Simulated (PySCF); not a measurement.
CH₅NOPb, SMILES C[O][Pb][NH2] (connectivity only; charge and spin as stated), neutral, multiplicity 1. Atoms are numbered in the order given.

```xyz
9

Pb     0.1564     0.4673     0.0000
O      0.8242    -1.5513     0.0000
C     -0.0334    -2.6477     0.0000
H     -0.6984    -2.6890     0.8915
H      0.5568    -3.5850     0.0000
H     -0.6984    -2.6890    -0.8915
N     -1.9174    -0.0842     0.0000
H     -2.2653    -1.0409     0.0000
H     -2.6944     0.5730     0.0000
```
Charge 0, spin multiplicity 1.

Coordinates come from a r2SCAN-D4/def2-SVP optimisation. The structure was generated by enumeration; whether it is a known compound was not checked. The def2 effective core potentials stand for the cores of Pb; spin–orbit coupling is left out. One conformer was computed; it need not be the lowest.

Computed with TDDFT-M06-2X/def2-SVPD in PySCF 2.14.0.

Vertical excitations.  State labels are in the subgroup Cs.

| state | symmetry | energy (eV) | λ (nm) | f | main pairs |
|---|---|---|---|---|---|
| S1 | A" | 4.56 | 272 | 0.025 | HOMO−1→LUMO 98 % |
| S2 | A' | 4.70 | 264 | 0.025 | HOMO→LUMO 90 % |
| S3 | A' | 5.13 | 242 | 0.040 | HOMO−2→LUMO 87 % |
| S4 | A" | 5.41 | 229 | 0.030 | HOMO−3→LUMO 95 % |
| S5 | A" | 5.69 | 218 | 0.030 | HOMO→LUMO+1 79 % |
| S6 | A" | 6.00 | 207 | 0.003 | HOMO−2→LUMO+1 40 %, HOMO→LUMO+3 38 %, HOMO−2→LUMO+2 8 % |
| S7 | A" | 6.40 | 194 | 0.022 | HOMO→LUMO+3 48 %, HOMO−2→LUMO+1 27 %, HOMO−2→LUMO+3 10 % |
| S8 | A' | 6.42 | 193 | 0.244 | HOMO−1→LUMO+1 63 %, HOMO−1→LUMO+2 25 % |
| S9 | A" | 6.78 | 183 | 0.020 | HOMO→LUMO+2 78 % |
| S10 | A" | 6.88 | 180 | 0.004 | HOMO−2→LUMO+3 73 %, HOMO−2→LUMO+1 11 % |
| T1 | A' | 3.74 | 332 | 0 | HOMO→LUMO 91 % |
| T2 | A" | 3.89 | 319 | 0 | HOMO−1→LUMO 68 %, HOMO−3→LUMO 27 % |
| T3 | A' | 4.43 | 280 | 0 | HOMO−2→LUMO 90 % |
| T4 | A" | 4.89 | 253 | 0 | HOMO−3→LUMO 67 %, HOMO−1→LUMO 28 % |
Triplets are in the Tamm–Dancoff approximation, which puts them higher than full response would, so one can lie above its singlet here.
